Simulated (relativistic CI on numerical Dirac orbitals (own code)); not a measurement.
## Transition arrays of Tc19+

These numbers are calculated, not measured: Dirac-Coulomb-Breit CI, separate exchange-only KLI orbitals for each configuration, model QED (radiative potential, 1s self-energy scaled to tabulated hydrogen-like ionisation energies), valence Slater integrals scaled by 0.9, whole transition arrays (own radial code, finite nucleus).

Configurations in the expansion (outside the closed core [Ne] 3s2): 3p⁶3d⁶, 3p⁶3d⁵4f, 3p⁵3d⁷, 3p⁶3d⁵4p, 3p⁶3d⁵5f. Levels of other configurations are missing.

All E1 lines from the levels of 3p⁶3d⁶; mean and standard deviation are weighted by gf, and upper levels are sorted by their leading configuration.

| Upper configuration | Lines | Σgf | Mean (eV) | Mean (nm) | σ (eV) | Strongest line (nm) |
| --- | --- | --- | --- | --- | --- | --- |
| 3p⁶3d⁵4f | 5470 | 810.1 | 488.96 | 2.536 | 5.53 | 2.518 |
| 3p⁵3d⁷ | 1718 | 172.5 | 179.57 | 6.905 | 13.57 | 6.267 |
| 3p⁶3d⁵4p | 3245 | 57.0 | 371.14 | 3.341 | 5.38 | 3.353 |
| 3p⁶3d⁵5f | 5470 | 320.0 | 614.13 | 2.019 | 6.18 | 2.014 |

Σgf per state of the lower configuration in bins of 0.2 nm over the central range (centre: value): 1.9: 0.25, 2.1: 1.28, 2.5: 3.70, 2.7: 0.16, 3.3: 0.24, 6.3: 0.13, 6.5: 0.13, 6.7: 0.11, 6.9: 0.10, 7.1: 0.07, 7.3: 0.08.

(1) How do configuration mixing and the scaling of the Slater integrals move the arrays?

Results:

(1) Slater scale 0.9, no configuration mixing: 3p⁶3d⁵4f 489.2 ± 5.6 eV (Σgf 829.9), 3p⁵3d⁷ 180.1 ± 13.7 eV (Σgf 188.7), 3p⁶3d⁵4p 371.3 ± 5.4 eV (Σgf 55.2), 3p⁶3d⁵5f 613.8 ± 6.2 eV (Σgf 244.9); Slater scale 1: 3p⁶3d⁵4f 489.9 ± 6.0 eV (Σgf 814.5), 3p⁵3d⁷ 180.8 ± 14.5 eV (Σgf 171.9), 3p⁶3d⁵4p 371.2 ± 5.9 eV (Σgf 57.3), 3p⁶3d⁵5f 614.6 ± 6.8 eV (Σgf 322.3); Slater scale 0.8: 3p⁶3d⁵4f 488.0 ± 5.0 eV (Σgf 805.7), 3p⁵3d⁷ 178.3 ± 12.7 eV (Σgf 173.2), 3p⁶3d⁵4p 371.0 ± 4.8 eV (Σgf 56.7), 3p⁶3d⁵5f 613.7 ± 5.6 eV (Σgf 317.7). With mixing, levels are counted to their leading configuration, so an array can shrink or vanish into another, and the sums then hold other lines.
